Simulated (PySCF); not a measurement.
**A series of derivatives of FC(F)=C(F)C[SiH3]**

Parent skeleton `[F:1][C:2]([F:3])=[C:4]([F:5])[CH2:6][SiH3:7]`; one hydrogen on atom 7 is replaced by X. Hydrogens on one atom are averaged.

- coordinates at the GFN2-xTB level
- NMR shieldings at PBE0/pcSseg-1/GIAO
- code: PySCF 2.14
- no relativistic terms, one computed conformer, fast rotation and ring inversion assumed for equivalent nuclei, no solvent

Scale: $^{19}$F against CFCl3; TMS for $^{13}$C, $^{29}$Si, $^{1}$H (reference shieldings calculated alike).

Parent (X = H): F1 -126.5, C2 165.9, F3 -108.4, C4 138.1, F5 -184.5, C6 11.7, Si7 -70.8, H(C6) 1.93, H(Si7) 4.05 ppm. Effects are Δδ = δ(X) − δ(H), positive for deshielding.

Known members:
| X | F1 | C2 | F3 | C4 | F5 | C6 | Si7 | H(C6) | H(Si7) |
| --- | --- | --- | --- | --- | --- | --- | --- | --- | --- |
| OH | -0.2 | +0.9 | +0.9 | +1.8 | -3.4 | +8.0 | +52.9 | -0.13 | +1.09 |

Four more derivatives gave (Δδ, ppm):
```tsv
compound	F1	C2	F3	C4	F5	C6	Si7	H(C6)	H(Si7)
1	+0.8	+0.9	+2.4	-3.9	+1.7	+6.8	+73.9	+0.41	+1.22
2	+18.1	+1.1	-20.5	-0.8	+0.5	+3.6	+38.8	-0.03	+0.09
3	-0.5	+0.4	-1.2	+1.2	+0.3	-1.4	+32.1	-0.02	+0.20
4	+18.5	+2.4	-21.3	-2.0	-0.3	+5.3	+40.6	-0.07	+0.81
```

**Question.** Their substituents are F, N(SiH3)2, allyl, cPr. Which is which?

**Answer.** 1: X = F (F[SiH2]CC(F)=C(F)F); 2: X = cPr (FC(F)=C(F)C[SiH2]C1CC1); 3: X = allyl (C=CC[SiH2]CC(F)=C(F)F); 4: X = N(SiH3)2 (FC(F)=C(F)C[SiH2]N([SiH3])[SiH3]).

Unscaled 19F shifts against computed CFCl3 carry errors that often reach 10 to 50 ppm.
